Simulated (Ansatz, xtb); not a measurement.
## Two isomers of C3H8GeO2

We compare a, `CO[C@@H]1O[C@H]1[GeH3]`, a singlet, with b, `CO[C@@H]1O[C@@H]1[GeH3]`, a singlet. Both are isolated molecules in the gas phase, relaxed with B3LYP-D3(BJ)/def2-SVP; the shapes shown needn't be the lowest conformers.

a (Å):

| atom | x (Å) | y (Å) | z (Å) |
| --- | --- | --- | --- |
| C | 1.1976 | 2.8155 | 0.8855 |
| C | 1.5617 | 0.5435 | 0.5342 |
| C | 0.3950 | -0.3669 | 0.4832 |
| Ge | 0.1196 | -1.8249 | 1.7702 |
| O | 1.4927 | 1.7921 | -0.0377 |
| O | 1.5630 | -0.5018 | -0.3704 |
| H | 0.2011 | 2.6776 | 1.3477 |
| H | 1.2053 | 3.7666 | 0.3361 |
| H | 1.9501 | 2.8694 | 1.6963 |
| H | 2.2885 | 0.4739 | 1.3640 |
| H | -0.4799 | 0.0311 | -0.0505 |
| H | -0.2117 | -3.1290 | 1.0205 |
| H | 1.4216 | -2.0069 | 2.5742 |
| H | -1.0406 | -1.4671 | 2.7232 |

b (Å):

```xyz
14

C    -0.9571    0.2771   -1.6417
C     0.5777   -0.9193   -0.3487
C     1.9004   -0.3671    0.0077
Ge    2.0534    1.5398    0.4945
O    -0.5301   -0.0944   -0.3486
O     1.0951   -1.1832    0.9032
H    -0.1863    0.8613   -2.1784
H    -1.8546    0.8987   -1.5235
H    -1.2160   -0.6078   -2.2546
H     0.4884   -1.7793   -1.0362
H     2.8000   -0.8805   -0.3627
H     3.5450    1.8759    0.7113
H     1.5202    2.4162   -0.6590
H     1.2587    1.8159    1.7787
```

Quicker runs give these differences E(b) − E(a): GFN2-xTB −3.38 kcal/mol; HF/STO-3G +1.85 kcal/mol (at GFN2-xTB geometries); r2SCAN-D4/def2-SVP +0.64 kcal/mol (at GFN2-xTB geometries).

**Question.** Estimate E(b) − E(a) at the level CCSD(T)/def2-SVP + ΔMP2/def2-TZVPP.

**Answer.** Too close to call at this level: CCSD(T)/def2-SVP + ΔMP2/def2-TZVPP gives E(b) − E(a) = −0.56 kcal/mol.

Level by level:

```json
{"level": "GFN2-xTB", "geometry": "GFN2-xTB", "E(b) − E(a) (kcal/mol)": "−3.38", "departure from the last row (kcal/mol)": "−2.83", "job, with rough time for the two": "optimisation, 0.23 s"}
{"level": "HF/STO-3G", "geometry": "GFN2-xTB", "E(b) − E(a) (kcal/mol)": "+1.85", "departure from the last row (kcal/mol)": "+2.41", "job, with rough time for the two": "single point, 0.68 s"}
{"level": "r2SCAN-D4/def2-SVP", "geometry": "GFN2-xTB", "E(b) − E(a) (kcal/mol)": "+0.64", "departure from the last row (kcal/mol)": "+1.20", "job, with rough time for the two": "single point, 4 s"}
{"level": "B3LYP-D3(BJ)/def2-SVP", "geometry": "B3LYP-D3(BJ)/def2-SVP", "E(b) − E(a) (kcal/mol)": "−0.68", "departure from the last row (kcal/mol)": "−0.12", "job, with rough time for the two": "optimisation, 85 s"}
{"level": "HF/def2-SVP", "geometry": "B3LYP-D3(BJ)/def2-SVP", "E(b) − E(a) (kcal/mol)": "−0.22", "departure from the last row (kcal/mol)": "+0.34", "job, with rough time for the two": "part of the CCSD(T) run"}
{"level": "MP2/def2-SVP", "geometry": "B3LYP-D3(BJ)/def2-SVP", "E(b) − E(a) (kcal/mol)": "−0.78", "departure from the last row (kcal/mol)": "−0.22", "job, with rough time for the two": "part of the CCSD(T) run"}
{"level": "CCSD(T)/def2-SVP", "geometry": "B3LYP-D3(BJ)/def2-SVP", "E(b) − E(a) (kcal/mol)": "−0.86", "departure from the last row (kcal/mol)": "−0.30", "job, with rough time for the two": "single point"}
{"level": "CCSD(T)/def2-SVP + ΔMP2/def2-TZVPP", "geometry": "B3LYP-D3(BJ)/def2-SVP", "E(b) − E(a) (kcal/mol)": "−0.56", "departure from the last row (kcal/mol)": "", "job, with rough time for the two": "single point, 81 s"}
```

As drawn, both hold the same kinds of bond in the same numbers.

The largest departure from CCSD(T)/def2-SVP + ΔMP2/def2-TZVPP is that of GFN2-xTB, 2.83 kcal/mol. The last row adds to CCSD(T) the change of the MP2 difference between the two basis sets, here +0.30 kcal/mol.

With thermal terms from frequencies at re-optimised GFN2-xTB minima (ideal gas, soft modes damped towards free rotors, one conformer each, 298.15 K, 1 atm): the zero-point term adds +0.30 kcal/mol; ΔH is −0.44 and ΔG +0.24 kcal/mol.

The correlated steps freeze 14 core orbitals; the filled d shell of Ge is correlated, in a basis made for valence electrons. Programs: Ansatz 0.2.0, xtb 6.7.1; the last row on 2 threads of Intel(R) Xeon(R) 6975P-C (Granite Rapids) on a shared host.
